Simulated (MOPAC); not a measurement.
Input file for MOPAC: PM7 on C2H7BO (SMILES CBOC), a point of a torsion scan.

```
PM7 1SCF PRECISE CHARGE=0 THREADS=1
C2H7BO

C     -1.40808012 1     0.34629684 1     0.12068294 1
B     -0.44245072 1    -0.91653859 1     0.03542038 1
O     -0.54607290 1    -1.99360396 1     0.80917059 1
C     -1.52438617 1    -2.17674962 1     1.80518975 1
H     -1.10713395 1     0.98860065 1     0.94856289 1
H     -2.44555885 1     0.06944678 1     0.29967970 1
H     -1.37535087 1     0.95544599 1    -0.77782648 1
H      0.45237168 1    -0.96693307 1    -0.72409692 1
H     -2.50029233 1    -2.36702128 1     1.35051361 1
H     -1.60249737 1    -1.29957302 1     2.45187470 1
H     -1.23395178 1    -3.04271186 1     2.40234759 1
```

Program output:

```
*******************************************************************************
 **                                                                           **
 **                              MOPAC v23.2.5                                **
 **                                                                           **
 *******************************************************************************
 ** MOPAC's Digital Object Identifier: https://doi.org/10.5281/zenodo.6511958 **
 **                                                                           **
 ** Please cite the open-source release paper for use of this MOPAC version:  **
 ** J. E. Moussa and J. J. P. Stewart (2026)                                  **
 ** MOPAC: An open-source semiempirical molecular orbital program             **
 ** J. Open Source Softw., 11(119), 8025, https://doi.org/10.21105/joss.08025 **
 *******************************************************************************

                              PM7 CALCULATION RESULTS

 *******************************************************************************
 *  PM7        - The PM7 Hamiltonian to be used
 *
 *
 *
 *                 CHARGE ON SYSTEM = 0
 *
 *
 *
 *  PRECISE    - TIGHTER CRITERIA TO BE USED
 *  1SCF       - DO 1 SCF AND THEN STOP
 *  THREADS=1  - MULTI-THREADING NOT USED
 *  T=         - A TIME OF 172800.0 SECONDS REQUESTED
 *  DUMP=N     - RESTART FILE WRITTEN EVERY 7200.0 SECONDS REQUESTED
 *******************************************************************************
PM7 1SCF PRECISE CHARGE=0 THREADS=1
 C2H7BO

   ATOM   CHEMICAL          X               Y               Z
  NUMBER   SYMBOL      (ANGSTROMS)     (ANGSTROMS)     (ANGSTROMS)

     1       C         -1.40808012  *   0.34629684  *   0.12068294  *
     2       B         -0.44245072  *  -0.91653859  *   0.03542038  *
     3       O         -0.54607290  *  -1.99360396  *   0.80917059  *
     4       C         -1.52438617  *  -2.17674962  *   1.80518975  *
     5       H         -1.10713395  *   0.98860065  *   0.94856289  *
     6       H         -2.44555885  *   0.06944678  *   0.29967970  *
     7       H         -1.37535087  *   0.95544599  *  -0.77782648  *
     8       H          0.45237168  *  -0.96693307  *  -0.72409692  *
     9       H         -2.50029233  *  -2.36702128  *   1.35051361  *
    10       H         -1.60249737  *  -1.29957302  *   2.45187470  *
    11       H         -1.23395178  *  -3.04271186  *   2.40234759  *



          CARTESIAN COORDINATES

    NO.       ATOM           X           Y           Z

     1         C         -1.4081      0.3463      0.1207
     2         B         -0.4425     -0.9165      0.0354
     3         O         -0.5461     -1.9936      0.8092
     4         C         -1.5244     -2.1767      1.8052
     5         H         -1.1071      0.9886      0.9486
     6         H         -2.4456      0.0694      0.2997
     7         H         -1.3754      0.9554     -0.7778
     8         H          0.4524     -0.9669     -0.7241
     9         H         -2.5003     -2.3670      1.3505
    10         H         -1.6025     -1.2996      2.4519
    11         H         -1.2340     -3.0427      2.4023

 General Reference for PM7:
 "Optimization of Parameters for Semiempirical Methods VI: More Modifications to the
 NDDO Approximations and Re-optimization of Parameters", J. J. P. Stewart, J. Mol. Mod., 1:32, 19 (2013)
 https://link.springer.com/article/10.1007/s00894-012-1667-x

           Empirical Formula: C2 H7 O B  =    11 atoms



      MOLECULAR POINT GROUP   :   C1


      RHF CALCULATION, NO. OF DOUBLY OCCUPIED LEVELS = 12


 -------------------------------------------------------------------------------
 PM7 1SCF PRECISE CHARGE=0 THREADS=1
 C2H7BO



     1SCF WAS SPECIFIED, SO BFGS WAS NOT USED
     SCF FIELD WAS ACHIEVED


                              PM7 CALCULATION
                                                       MOPAC v23.2.5 Linux




          FINAL HEAT OF FORMATION =        -73.56977 KCAL/MOL =    -307.81590 KJ/MOL


          COSMO AREA              =        106.34 SQUARE ANGSTROMS
          COSMO VOLUME            =         90.96 CUBIC ANGSTROMS

          IONIZATION POTENTIAL    =         10.604160 EV
          HOMO LUMO ENERGIES (EV) =        -10.604  0.230
          NO. OF FILLED LEVELS    =         12
          MOLECULAR WEIGHT        =         57.8867         POINT GROUP:  C1

          MOLECULAR DIMENSIONS (Angstroms)

            Atom       Atom       Distance
            H    11    H     7     5.11065
            H     8    H     6     3.23353
            H     9    H     5     2.24543


          SCF CALCULATIONS        =          1





   ATOM   CHEMICAL          X               Y               Z
  NUMBER   SYMBOL      (ANGSTROMS)     (ANGSTROMS)     (ANGSTROMS)

     1       C         -1.40808012  *   0.34629684  *   0.12068294  *
     2       B         -0.44245072  *  -0.91653859  *   0.03542038  *
     3       O         -0.54607290  *  -1.99360396  *   0.80917059  *
     4       C         -1.52438617  *  -2.17674962  *   1.80518975  *
     5       H         -1.10713395  *   0.98860065  *   0.94856289  *
     6       H         -2.44555885  *   0.06944678  *   0.29967970  *
     7       H         -1.37535087  *   0.95544599  *  -0.77782648  *
     8       H          0.45237168  *  -0.96693307  *  -0.72409692  *
     9       H         -2.50029233  *  -2.36702128  *   1.35051361  *
    10       H         -1.60249737  *  -1.29957302  *   2.45187470  *
    11       H         -1.23395178  *  -3.04271186  *   2.40234759  *

                             CARTESIAN COORDINATES

   1    C       -1.408080120     0.346296840     0.120682940
   2    B       -0.442450720    -0.916538590     0.035420380
   3    O       -0.546072900    -1.993603960     0.809170590
   4    C       -1.524386170    -2.176749620     1.805189750
   5    H       -1.107133950     0.988600650     0.948562890
   6    H       -2.445558850     0.069446780     0.299679700
   7    H       -1.375350870     0.955445990    -0.777826480
   8    H        0.452371680    -0.966933070    -0.724096920
   9    H       -2.500292330    -2.367021280     1.350513610
  10    H       -1.602497370    -1.299573020     2.451874700
  11    H       -1.233951780    -3.042711860     2.402347590


           Empirical Formula: C2 H7 O B  =    11 atoms



      MOLECULAR POINT GROUP   :   C1


                  EIGENVALUES
 -29.92394 -24.79110 -24.12025 -17.57637 -15.77620 -15.62528 -14.02332 -13.52919
 -12.95477 -11.92953 -11.46162 -10.60416   0.22990   2.04791   3.60484   4.23032
   5.35323   5.40069   5.95374   5.98699   6.08389   6.47021   7.35653


              NET ATOMIC CHARGES AND DIPOLE CONTRIBUTIONS

  ATOM NO.   TYPE          CHARGE      No. of ELECS.   s-Pop       p-Pop
    1          C          -0.587005        4.5870     1.05538     3.53162
    2          B           0.204312        2.7957     0.75803     2.03766
    3          O          -0.380716        6.3807     1.77212     4.60860
    4          C          -0.166480        4.1665     1.07599     3.09049
    5          H           0.155895        0.8441     0.84411
    6          H           0.147124        0.8529     0.85288
    7          H           0.151955        0.8480     0.84805
    8          H           0.080886        0.9191     0.91911
    9          H           0.127886        0.8721     0.87211
   10          H           0.125957        0.8740     0.87404
   11          H           0.140188        0.8598     0.85981
 DIPOLE           X         Y         Z       TOTAL
 POINT-CHG.    -0.968     0.332     0.775     1.284
 HYBRID        -0.413     0.054     0.360     0.551
 SUM           -1.381     0.387     1.134     1.829


          ATOMIC ORBITAL ELECTRON POPULATIONS

     Atom    s        px        py        pz
    1  C   1.05538   1.16872   1.18869   1.17421
    2  B   0.75803   0.78479   0.64298   0.60989
    3  O   1.77212   1.52115   1.62411   1.46334
    4  C   1.07599   0.98443   1.13758   0.96848
    5  H   0.84411
    6  H   0.85288
    7  H   0.84805
    8  H   0.91911
    9  H   0.87211
   10  H   0.87404
   11  H   0.85981

 **********************
 *                    *
 * JOB ENDED NORMALLY *
 *                    *
 **********************




 == MOPAC DONE ==
```

The run finished.

Cost: around 0.020 core-seconds (rough).
